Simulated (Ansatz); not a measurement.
`[CH3][Ga]([F])[I]` + `[NH]=[Nb]([OH])([OH])[F]` → `[F][GaH][I]` + `C[O][Nb](=[NH])([OH])[F]`  (redistribution)

Program: Ansatz. Geometries: PBE0-D4/def2-TZVP. ΔE: electronic, gas phase. CCSD(T)/CBS is the MP2 limit (def2-TZVPP, def2-QZVPP) plus CCSD(T) − MP2 in def2-TZVPP, frozen cores. Functionals use def2-TZVPP. B3LYP here is the variant with VWN-RPA as its local correlation; programs differ in this. HSE06 is defined as in plane-wave codes. def2 core potentials past Kr. For Ga, I, Nb outer-core shells are correlated without core-valence functions, which leaves a few kJ/mol of doubt a bond. Scalar relativity is left out up to krypton. One conformer a species, not always the lowest.

```json
{"level": "LDA (SPW92)", "ΔE (kcal/mol)": "20.4", "difference from CCSD(T)/CBS": "-2.3"}
{"level": "PBE-D4", "ΔE (kcal/mol)": "20.8", "difference from CCSD(T)/CBS": "-1.9"}
{"level": "r2SCAN-D4", "ΔE (kcal/mol)": "21.3", "difference from CCSD(T)/CBS": "-1.4"}
{"level": "PBE0-D4", "ΔE (kcal/mol)": "21.3", "difference from CCSD(T)/CBS": "-1.4"}
{"level": "r2SCAN0-D4", "ΔE (kcal/mol)": "21.7", "difference from CCSD(T)/CBS": "-1.0"}
{"level": "HSE06-D4", "ΔE (kcal/mol)": "21.3", "difference from CCSD(T)/CBS": "-1.4"}
{"level": "BHLYP-D4", "ΔE (kcal/mol)": "20.0", "difference from CCSD(T)/CBS": "-2.7"}
{"level": "CAM-B3LYP-D4", "ΔE (kcal/mol)": "19.8", "difference from CCSD(T)/CBS": "-2.9"}
{"level": "revPBE", "ΔE (kcal/mol)": "20.9", "difference from CCSD(T)/CBS": "-1.8"}
{"level": "BLYP", "ΔE (kcal/mol)": "19.6", "difference from CCSD(T)/CBS": "-3.1"}
{"level": "PBE0", "ΔE (kcal/mol)": "21.3", "difference from CCSD(T)/CBS": "-1.4"}
{"level": "B3LYP", "ΔE (kcal/mol)": "20.0", "difference from CCSD(T)/CBS": "-2.7"}
{"level": "r2SCAN0", "ΔE (kcal/mol)": "21.8", "difference from CCSD(T)/CBS": "-0.9"}
{"level": "MP2/def2-SVP", "ΔE (kcal/mol)": "18.4", "difference from CCSD(T)/CBS": "-4.3"}
{"level": "SCS-MP2/def2-TZVPP", "ΔE (kcal/mol)": "21.1", "difference from CCSD(T)/CBS": "-1.6"}
{"level": "HF/CBS(def2)", "ΔE (kcal/mol)": "17.8", "difference from CCSD(T)/CBS": "-4.9"}
{"level": "CCSD(T)/CBS", "ΔE (kcal/mol)": "22.7", "difference from CCSD(T)/CBS": "0"}
```

Largest T1 diagnostic among the species: 0.021, so the coupled-cluster value is less sure than usual.

Leaving LDA and LC-ωPBE aside and taking each functional with its dispersion term where it has one, the values, not all of them listed here, spread over 2.9 kcal/mol, from B97M-V to PBE-QIDH. At CCSD(T), def2-SVP lies −6.4 kcal/mol from the extrapolated value and def2-TZVPP −1.4 kcal/mol.
